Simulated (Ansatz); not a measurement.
Relaxation of the cluster Hg2S3 with UKS r2SCAN-D4/def2-SVP.

```sh
$ ansatz run in.yaml --threads 4 --pin off --events-out ev --progress --plain --max-ram 4787MiB
```

```yaml
crystal:
  periodic: [false, false, false]
  atoms:
    - {symbol: Hg, position_ang: [-1.220093, 0.983848, 0.260244]}
    - {symbol: Hg, position_ang: [0.389188, -1.512089, 0.290200]}
    - {symbol: S, position_ang: [-1.862833, -1.186539, 1.232102]}
    - {symbol: S, position_ang: [0.658249, 1.521145, -1.293284]}
    - {symbol: S, position_ang: [2.035488, 0.193635, -0.489263]}
basis:
  gaussian: {orbitals: def2-SVP}
magnetization: {spin_polarized: true, initial_magnetization: 2}
hamiltonian: {xc: r2scan, dispersion: d4}
scf: {lower_state_search: "off"}
output: {orbitals: {seedname: orbitals}}
relax: {f_tol: 0.02, max_steps: 100}
```

Hardware: 4 threads of Arm Neoverse V1 on a shared host. Wall time 81 s.

Positions (Å) and forces (eV/Å) at steps 1, 2, 3, 4, 5, 6, 7, 8, 9, 10, 11, 12, 13, 14, 15, 16, 18 of 18:

```xyz
5
step=1 energy=-40850.2736 eV
Hg   -1.220    0.984    0.260   -1.548    0.217    0.563
Hg    0.389   -1.512    0.290   -0.388   -1.440    0.718
S    -1.863   -1.187    1.232   -0.083   -0.059    0.056
S     0.658    1.521   -1.293    2.135   -0.360    0.066
S     2.035    0.194   -0.489   -0.116    1.642   -1.402
5
step=2 energy=-40850.8507 eV
Hg   -1.401    1.056    0.258   -0.320   -0.198    0.042
Hg    0.426   -1.675    0.388   -0.196   -0.121    0.297
S    -1.867   -1.190    1.235    0.100    0.059   -0.065
S     0.766    1.594   -1.267    0.876   -0.391    0.367
S     2.076    0.215   -0.614   -0.459    0.652   -0.642
5
step=3 energy=-40850.9591 eV
Hg   -1.478    1.001    0.218    0.036    0.038   -0.126
Hg    0.410   -1.676    0.488    0.118    0.072    0.020
S    -1.903   -1.213    1.259   -0.003   -0.009    0.005
S     0.888    1.671   -1.185   -0.587    0.692   -0.019
S     2.083    0.217   -0.780    0.435   -0.792    0.120
5
step=4 energy=-40850.9959 eV
Hg   -1.500    0.987    0.133   -0.021   -0.008    0.046
Hg    0.458   -1.640    0.553   -0.059   -0.004   -0.011
S    -1.880   -1.202    1.246    0.020   -0.002   -0.006
S     0.903    1.730   -1.046   -0.001   -0.016   -0.051
S     2.019    0.126   -0.886    0.061    0.030    0.022
5
step=5 energy=-40850.9994 eV
Hg   -1.512    0.987    0.158   -0.055    0.069   -0.001
Hg    0.443   -1.612    0.528   -0.013    0.023   -0.016
S    -1.889   -1.211    1.253    0.066   -0.075    0.008
S     0.898    1.703   -1.068    0.089   -0.012   -0.045
S     2.060    0.134   -0.871   -0.087   -0.005    0.053
5
step=6 energy=-40851.0221 eV
Hg   -1.572    1.015    0.217   -0.127    0.211   -0.071
Hg    0.429   -1.552    0.467   -0.074    0.199    0.003
S    -1.876   -1.242    1.256    0.212   -0.255    0.014
S     0.911    1.653   -1.127    0.161   -0.055    0.033
S     2.109    0.125   -0.814   -0.172   -0.101    0.021
5
step=7 energy=-40851.1081 eV
Hg   -1.770    1.042    0.229   -0.142    0.213   -0.033
Hg    0.431   -1.371    0.419   -0.095    0.218   -0.060
S    -1.838   -1.286    1.276    0.489   -0.283   -0.072
S     0.971    1.585   -1.044    0.388   -0.033   -0.147
S     2.206    0.029   -0.880   -0.640   -0.115    0.312
5
step=8 energy=-40851.1903 eV
Hg   -1.958    1.084    0.254   -0.063   -0.063    0.064
Hg    0.434   -1.214    0.359   -0.327   -0.137    0.149
S    -1.769   -1.342    1.287    0.485    0.029   -0.200
S     1.051    1.546   -1.022    0.398    0.059   -0.214
S     2.243   -0.074   -0.879   -0.493    0.113    0.201
5
step=9 energy=-40851.2498 eV
Hg   -2.061    1.064    0.321    0.036    0.020   -0.016
Hg    0.409   -1.236    0.370   -0.008    0.237   -0.103
S    -1.741   -1.358    1.271   -0.172   -0.174    0.141
S     1.199    1.621   -1.134    0.069   -0.213    0.051
S     2.194   -0.091   -0.828    0.076    0.129   -0.072
5
step=10 energy=-40851.2657 eV
Hg   -2.180    1.025    0.415   -0.053    0.034    0.006
Hg    0.337   -1.111    0.313    0.470    0.056   -0.117
S    -1.754   -1.413    1.298   -0.156   -0.024    0.032
S     1.317    1.607   -1.226    0.163   -0.119    0.013
S     2.281   -0.108   -0.799   -0.423    0.053    0.067
5
step=11 energy=-40851.2867 eV
Hg   -2.358    0.998    0.479   -0.017   -0.044    0.025
Hg    0.353   -1.057    0.324    0.026    0.036   -0.039
S    -1.753   -1.428    1.294    0.004    0.046   -0.014
S     1.478    1.639   -1.273    0.112   -0.255    0.063
S     2.280   -0.151   -0.824   -0.125    0.217   -0.035
5
step=12 energy=-40851.2888 eV
Hg   -2.467    0.965    0.528   -0.032   -0.019    0.021
Hg    0.339   -1.008    0.300    0.060   -0.054    0.000
S    -1.744   -1.424    1.297   -0.045    0.035    0.001
S     1.576    1.623   -1.294   -0.147    0.478   -0.144
S     2.295   -0.157   -0.830    0.164   -0.440    0.121
5
step=13 energy=-40851.3001 eV
Hg   -2.644    0.942    0.605    0.023   -0.100    0.035
Hg    0.344   -0.963    0.282   -0.124   -0.043    0.059
S    -1.736   -1.424    1.293    0.057    0.123   -0.073
S     1.704    1.634   -1.346   -0.006    0.062   -0.025
S     2.332   -0.188   -0.834    0.050   -0.043    0.003
5
step=14 energy=-40851.3028 eV
Hg   -2.790    0.907    0.674    0.050   -0.124    0.036
Hg    0.334   -0.917    0.262   -0.093   -0.037    0.052
S    -1.725   -1.416    1.289    0.014    0.147   -0.071
S     1.823    1.635   -1.390    0.019   -0.048    0.012
S     2.358   -0.209   -0.835    0.009    0.062   -0.029
5
step=15 energy=-40851.3045 eV
Hg   -2.818    0.898    0.692    0.048   -0.103    0.028
Hg    0.332   -0.917    0.259   -0.004    0.024   -0.001
S    -1.725   -1.408    1.285   -0.035    0.098   -0.034
S     1.846    1.634   -1.402    0.000   -0.023    0.009
S     2.365   -0.207   -0.834   -0.010    0.004   -0.002
5
step=16 energy=-40851.3066 eV
Hg   -2.832    0.867    0.718   -0.024    0.037   -0.007
Hg    0.327   -0.892    0.256   -0.048   -0.023    0.028
S    -1.737   -1.392    1.273    0.065   -0.021   -0.016
S     1.870    1.628   -1.419    0.006   -0.005    0.000
S     2.372   -0.210   -0.828    0.001    0.012   -0.005
5
step=18 energy=-40851.3071 eV
Hg   -2.870    0.864    0.735    0.000   -0.001    0.000
Hg    0.327   -0.884    0.252    0.017   -0.006   -0.003
S    -1.730   -1.391    1.267   -0.004    0.003    0.000
S     1.892    1.624   -1.428    0.004    0.008   -0.005
S     2.381   -0.213   -0.827   -0.017   -0.004    0.008
```

In the def2 sets Hg takes a core potential; there is no spin–orbit coupling. The relaxation made no stability test and no search for a lower SCF solution. At r2SCAN-D4/def2-SVP a singlet of charge 0 lies 0.10 eV below the triplet, each at its own geometry. The structure comes from a short search, and lower isomers may exist.
